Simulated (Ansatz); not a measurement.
Which is lower?

Two relaxed structures of AlBH₃Br, singlet (PBE0-D4/def2-TZVP; forces vanish, vibrations not checked).

A:

B1  (-0.729, 0.274, -0.880)
Al2  (0.517, 0.012, 0.805)
Br3  (1.665, -1.948, 0.833)
H4  (-1.866, -0.103, -0.898)
H5  (-0.339, 0.780, -1.893)
H6  (0.752, 0.985, 2.032)
(Å)

B:

B1  (0.516, 0.006, 0.800)
Al2  (-0.735, 0.272, -0.888)
Br3  (1.478, -1.657, 0.800)
H4  (-2.231, -0.265, -0.869)
H5  (-0.159, 0.930, -2.216)
H6  (0.747, 0.684, 1.756)
(Å)

Computed with Ansatz 0.2.0 (basis: def2-TZVPP); correlated methods freeze the cores. Filled d shells of the heavier atoms are correlated. The def2 sets are not built for correlating such inner shells, so the correlated values are less sure here. B3LYP uses VWN-RPA correlation.

(1) Which structure is lower at CCSD(T), and by how much? (To be estimated.)

T1 diagnostic: at most 0.012.

Answers

(1) By the calculation: A, by 18.27 kcal/mol (electronic energy, against the other). By their contacts, A is AlBH₃Br ([BH2][AlH][Br]) and B is AlBH₃Br ([AlH2][BH][Br]).

All methods give the same order:

| method | E(B) − E(A) (kcal/mol) |
| --- | --- |
| PBE-D4 | 16.33 |
| r2SCAN-D4 | 18.64 |
| PBE0-D4 | 18.18 |
| B3LYP-D4 | 18.68 |
| wB97M-V | 19.16 |
| HF | 23.01 |
| MP2 | 18.78 |
| CCSD | 19.18 |
| CCSD(T) | 18.27 |

Labels in which every atom is bracketed show which atoms are joined, not bond orders.

For scale, one of the runs: CCSD(T)/def2-TZVPP, 163 basis functions, launched by `ansatz run in.yaml --threads 2 --pin off --events-out ev --progress --plain --max-ram 4352MiB`. Hardware: 2 CPU threads of an Arm Neoverse V2, shared host. Wall time 28 s; peak host memory 1.2 GiB.
